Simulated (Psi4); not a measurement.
CH$_{3}$Cl$_{3}$Si (SMILES C[Si](Cl)(Cl)Cl), singlet, at a GFN2-xTB geometry. Base run: HF/6-31G (Psi4 1.11).

Input for Psi4:
```
memory 2 GB

molecule {
0 1
  C    -2.08539302   -0.43002418    0.05735758
  Si   -0.22565362   -0.04653152    0.00620648
  Cl    0.68040569   -1.19502435   -1.39062803
  Cl    0.06775652    1.90072752   -0.45554951
  Cl    0.60976201   -0.42568869    1.80882858
  H    -2.26630565   -1.46926637    0.31744164
  H    -2.59468576    0.18660249    0.79274175
  H    -2.55221147   -0.24599592   -0.90628735
}

set basis 6-31g

energy('scf')
print_variables()
```

The base run was repeated with changes; each row names its change, and settings that it needs were set with it.

| change | ΔE vs base (µEh) | SCF cycles | basis functions |
|---|---|---|---|
| base | 0.0 | 7 | 67 |
| damping_percentage = 20 | 0.2 | 13 | 67 |
| d_convergence = 1e-8 | 0.0 | 10 | 67 |
| scf_type = direct | -268 | 10 | 67 |
| scf_type = disk_df | 0.0 | 7 | 67 |
| e_convergence = 1e-8 | 0.0 | 8 | 67 |
| puream = true | 27.0 | 7 | 67 |
| basis_guess = true | 0.0 | 6 | 67 |
| soscf = true | 0.0 | 5 | 67 |
| damping_percentage = 50 | 0.2 | 32 | 67 |
| df_basis_scf = cc-pvtz-jkfit | -209 | 7 | 67 |
| guess = sapgau | 0.0 | 8 | 67 |
| basis_guess = sto-3g | 0.0 | 7 | 67 |
